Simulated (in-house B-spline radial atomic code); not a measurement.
Configurations of Ce IX (Ce8+), with energies counted from [Kr] 4d10 5s2 5p2. Computed with an all-electron radial atomic-structure program (B-spline basis): scalar-relativistic (X2C) LDA exchange-only, spin-polarised, spherical fractional occupations, Fermi nucleus of rms radius 4.8771 fm. Shells without spins written out take the highest spin.

Occupations are held fixed; configurations that lie above the ionisation limit could autoionise.

```csv
configuration,E - E(ref) (eV),highest orbital,its <r> (bohr)
[Kr] 4d9 4f1 5s2 5p2,106.82,4f up,0.8781
[Kr] 4d9 5s2 5p2 6s1,154.68,6s up,2.452
"[Ar] 3d10 4s2 4p(2 up, 3 down) 4d10 5s2 5p(0 up, 2 down) 5d(1 up, 0 down)",240.58,5d up,1.734
[Ar] 3d10 4s2 4p5 4d10 5s2 5p2 6p1,265.58,6p up,2.662
"[Ar] 3d10 4s2 4p(3 up, 2 down) 4d10 5s2 5p(1 up, 1 down) 6f(1 up, 0 down)",293.99,6f up,3.802
[Ar] 3d9 4s2 4p6 4d10 5s2 5p2 6d1,957.68,6d up,3.062
[Ar] 3d9 4s2 4p6 4d10 5s2 5p2 6f1,971.2,6f up,3.755
```

Problem. Order these further configurations by energy, lowest first.
A. [Kr] 4d10 5s(1 up, 0 down) 5p(2 up, 0 down) 5f(1 up, 0 down)
B. [Ar] 3d(5 up, 4 down) 4s2 4p6 4d10 5s2 5p(3 up, 0 down)
C. [Kr] 4d10 5s2 5p1 5f1
D. [Ar] 3d9 4s2 4p6 4d10 5s2 5p2 6p1
E. [Kr] 4d10 5s2 5p1 6s1

Solution. E (47.559 eV), C (60.152 eV), A (77.445 eV), B (885.54 eV), D (944.83 eV).

Problem. How far above the reference does [Kr] 4d10 5s2 5p1 6d1 lie?

Solution. 68.735 eV; its least bound orbital is 6d up with <r> = 3.134 bohr.

Problem. How far above the reference does [Kr] 4d10 5s1 5p2 6d1 lie?

Solution. 86.485 eV; its least bound orbital is 6d up with <r> = 3.113 bohr.
